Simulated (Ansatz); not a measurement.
`O[SiH2]B(F)Cl` + H₂Se → `FB(Cl)[SeH]` + `O[SiH3]` at 500 K and 1 bar (cleavage of the B–Si bond).

Computed with Ansatz on PBE0-D4/def2-TZVP structures; ΔE is electronic, products minus reactants. CCSD(T)/CBS adds triple-zeta CCSD(T) − MP2 to the extrapolated MP2 energy (def2 sets, frozen cores). For Se outer-core shells are correlated without core-valence functions, which leaves a few kJ/mol of doubt a bond. Scalar relativity is left out up to krypton. One conformer a species, not always the lowest.

```tsv
species	CCSD(T)/CBS energy (Eh)	H − E (kJ/mol)	S (J/(mol·K))
`O[SiH2]B(F)Cl`	-950.55475	147.5	418.0
H₂Se	-2401.89790	53.1	237.8
`FB(Cl)[SeH]`	-2985.79275	74.6	353.3
`O[SiH3]`	-366.69042	127.5	292.9
```

H − E and S are ideal-gas, rigid-rotor, harmonic terms from PBE0-D4/def2-TZVP, for one conformer and one mirror image of each species. 1 Eh = 2625.50 kJ/mol, R = 8.31446 J/(mol·K).

Question: By hand: ΔE, ΔH, ΔS and ΔG.

Answer: ΔE = (-2985.79275) + (-366.69042) − (-950.55475) − (-2401.89790) = -0.03052 Eh = -80.1 kJ/mol. Δ(H − E) = 74.6 + 127.5 − 147.5 − 53.1 = 1.5, so ΔH = -78.6 kJ/mol. ΔS = 353.3 + 292.9 − 418.0 − 237.8 = -9.6 J/(mol·K). ΔG = -78.6 − 500 × (-9.6)/1000 = -73.8 kJ/mol.

Question: By hand: the equilibrium constant, and the temperature at which ΔG would vanish if ΔH and ΔS stayed fixed.

Answer: log₁₀ K = −ΔG/(RT ln 10) = 7.7. ΔG = 0 at ΔH/ΔS = 8188 K, far beyond where these terms or the molecules hold.

The number of gas molecules stays the same, so ΔS is small and ΔH decides. A doubt of 5 kJ/mol in ΔE shifts log₁₀ K by 0.5 here. Other conformers and mirror images would add mixing entropy, several J/(mol·K) or more a flexible species. Modes under 60 cm⁻¹, often nearly free rotors, make the harmonic entropy too high. These are equilibria of isolated gas molecules and say nothing of rates. Largest T1 diagnostic: 0.013 (customary marks: 0.02 for closed shells, 0.045 for open ones).
